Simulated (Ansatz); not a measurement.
`N[SiH](F)[SiH2]O` + `[SiH3][SiH2]N[SiH2]Cl` → `N[SiH](F)[SiH2][SiH3]` + `O[SiH2]N[SiH2]Cl`  (redistribution)

Isolated molecules relaxed with PBE0-D4/def2-TZVP in Ansatz; ΔE leaves out vibrations. CBS: MP2 limit from def2 TZ/QZ plus the TZ coupled-cluster correction, frozen cores. Functionals use def2-TZVPP. One conformer a species, not always the lowest.

`N[SiH](F)[SiH2]O`:

Z-matrix (Å, degrees):
```
Si
F 1 1.610
Si 1 2.345 2 109.4
N 1 1.709 2 114.2 3 118.9
H 1 1.485 2 106.1 3 -125.0
O 3 1.656 1 108.6 2 -179.7
H 3 1.494 1 108.8 2 58.9
H 3 1.484 1 113.4 2 -61.4
H 4 1.008 1 121.1 2 -67.6
H 4 1.008 1 121.0 2 80.6
H 6 0.959 3 115.9 1 -37.0
```

`[SiH3][SiH2]N[SiH2]Cl`:

Cartesian coordinates in Å:
```
Si 2.006 -0.145 -0.069
Si 0.025 -1.026 -0.955
N -1.363 -0.410 -0.104
Si -1.426 0.922 0.960
Cl -1.547 2.742 -0.006
H 2.212 -0.568 1.341
H 3.126 -0.674 -0.895
H 2.019 1.340 -0.139
H 0.050 -2.513 -0.856
H -0.040 -0.695 -2.407
H -2.259 -0.754 -0.425
H -0.172 0.957 1.744
H -2.632 0.823 1.811
```

`N[SiH](F)[SiH2][SiH3]`:

Z-matrix (Å, degrees):
```
Si
F 1 1.610
Si 1 2.339 2 108.4
N 1 1.701 2 114.1 3 -120.6
H 1 1.484 2 105.4 3 122.4
Si 3 2.338 1 109.1 2 172.9
H 3 1.492 1 109.3 2 -67.8
H 3 1.489 1 110.6 2 51.3
H 4 1.007 1 121.7 2 -78.1
H 4 1.006 1 122.1 2 76.1
H 6 1.488 3 110.0 1 -55.0
H 6 1.487 3 109.6 1 64.3
H 6 1.488 3 111.3 1 -175.4
```

`O[SiH2]N[SiH2]Cl`:

```xyz
11

O     2.208    0.825   -1.042
Si    1.365    0.090    0.160
N    -0.292    0.576    0.217
Si   -1.675   -0.420    0.079
Cl   -2.305   -1.194    1.884
H     1.914    0.687   -1.944
H     1.319   -1.385   -0.012
H     2.088    0.491    1.386
H    -0.467    1.531    0.499
H    -2.811    0.372   -0.441
H    -1.344   -1.573   -0.785
```

(1) Is it downhill or uphill in electronic energy at CCSD(T)/CBS, and by how much? (Best estimate.)

(2) What do these levels give: B2PLYP, r2SCAN, PBE0, HF/def2-TZVPP, CCSD(T)/def2-TZVPP, MP2/def2-QZVPP? (Estimate.)

Largest T1 diagnostic among the species: 0.013.

Answers

(1) Ansatz gave: Downhill: ΔE = -44.5 kJ/mol.

(2) The calculation gave: B2PLYP -45.3, r2SCAN -45.8, PBE0 -45.4, HF/def2-TZVPP -46.6, CCSD(T)/def2-TZVPP -45.3, MP2/def2-QZVPP -45.5 kJ/mol.

The D4 term adds +4.5 kJ/mol with B3LYP and +2.5 kJ/mol with PBE0; it sums over pairs of atoms, weighted by their polarisabilities, and B3LYP, whose exchange is more repulsive, gets the larger term.

B3LYP here is the variant with VWN-RPA as its local correlation; programs differ in this.
